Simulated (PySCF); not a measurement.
Be(OH)(SH) (BeH₂OS), SMILES [SH][Be][OH]. Atoms are numbered in the order given.

```xyz
5

Be    -0.0167    -0.6408     0.0433
O     -0.1229    -2.0449     0.1604
H      0.0372    -2.7223    -0.4891
S      0.1357     1.2652    -0.0369
H     -1.1581     1.4023    -0.3778
```

Coordinates come from a PBE0-D3(BJ)/def2-TZVP optimisation. Other conformers were not sampled.

Vertical ionisation energy (IE) and electron affinity (EA) in eV. Rows of orbital energies are one-electron estimates. Where ΔSCF, EOM or ADC give a negative EA the extra electron is unbound and the value depends on the basis.

```
level                                                     IE          EA
------------------------------------------------  ----------  ----------
−ε(HOMO), −ε(LUMO), CAM-B3LYP/def2-TZVPD (PySCF)  (withheld)  (withheld)
−ε(HOMO), −ε(LUMO), ωB97X/def2-TZVPD (PySCF)            9.95       -0.96
```

### Question
What belongs in the gaps? (An estimate is asked for; the answer gives what the named calculation found.)

### Answer

- −ε(HOMO), −ε(LUMO), CAM-B3LYP/def2-TZVPD (PySCF), IE: 8.89
- −ε(HOMO), −ε(LUMO), CAM-B3LYP/def2-TZVPD (PySCF), EA: 0.06
